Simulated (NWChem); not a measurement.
CHFO₃Si; SMILES O=C1O[SiH](F)O1

```xyz
7

O     -0.3766     2.3882     0.0000
C     -0.0997     1.2322     0.0000
O      0.1081     0.3935     1.1018
Si     0.4311    -0.8742     0.0000
F     -0.6636    -2.0592     0.0000
O      0.1081     0.3935    -1.1018
H      1.7822    -1.4735     0.0000
```
Atoms are numbered in this order, from 1.

Results from NWChem. All runs use the structure optimised with PBE-D3(BJ)/def2-SVP. Vzz is the largest principal value of the second derivative of the potential at the nucleus (NWChem prints the opposite sign); η is the asymmetry. Non-relativistic.

For level B3LYP/def2-SVP:

```
Item           Result
-------------  ------
Vzz O1 (a.u.)  -1.385
Vzz O6 (a.u.)   1.279
```

Task: How do the values read with level PBE/def2-SVP instead?

Result: The vzz O1 (a.u.) is -1.280 and the vzz O6 (a.u.) is 1.210.
